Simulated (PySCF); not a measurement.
Molecule: phenylsilane (C1=CC=CC([SiH3])=C1, C₆H₈Si).

Structure with atom numbers: `[SiH3:1][c:2]1[cH:3][cH:4][cH:5][cH:6][cH:7]1`; H(Xn) means a hydrogen on atom n.

Geometry PBE0-D3(BJ)/def2-SVP throughout; GIAO in PySCF 2.14.0 with density-fitted response routines, gas phase, one conformer, non-relativistic; equivalent atoms averaged; basis pcSseg-1.

For orientation, PBE0 gives these shifts δ (against TMS at the same level): Si1 -63.7, C3/C7 142.0, C2 133.7, C5 135.4, C4/C6 133.6, H(C3)/H(C7) 7.72, H(C4)/H(C6) 7.46, H(C5) 7.48, H(Si1) 4.55 ppm.

A run gave: Si1 -64.1, C3/C7 134.9, C2 127.6, C5 128.6, C4/C6 127.2, H(C3)/H(C7) 7.50, H(C4)/H(C6) 7.24, H(C5) 7.24, H(Si1) 4.43 ppm (shifts δ (against TMS at the same level)).

Which functional was used in that run?
A. B97-D
B. BHandHLYP
C. mPW1PW91
D. B3LYP

Results:

A. C3/C7 tells them apart best: B97-D gives 134.9, mPW1PW91 gives 142.0, B3LYP gives 142.3, BHandHLYP gives 144.4 ppm.
